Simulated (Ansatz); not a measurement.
Basis-set extrapolation for `CS[SiH](N)O` (PBE0-D4/def2-TZVP geometry, frozen core, Ansatz). Multiplicity 1, RHF reference.

```csv
,def2-TZVPP,def2-QZVPP
HF,-857.938284,-857.967581
MP2 correlation,-0.930482,-1.003374
CCSD(T) correlation,-1.015367,not run
```

Energies in hartree. Use E(X) = E(∞) + A·exp(−7.88·√X) for Hartree–Fock and E(X) = E(∞) + B·X^(−2.97) for correlation, with X = 3 and 4, and add CCSD(T) minus MP2 of the smaller set to the MP2 limit.

Problem. What is the CCSD(T) energy at the basis-set limit?

Solution. HF limit: -857.967581 + (-0.029297) × 0.13774 = -857.97162. MP2 limit: -1.003374 + (-0.072892) × 0.74074 = -1.05737. Higher-order term: -1.015367 − (-0.930482) = -0.08488. Total: -859.11387 hartree, 420.7 kJ/mol below CCSD(T)/def2-TZVPP.
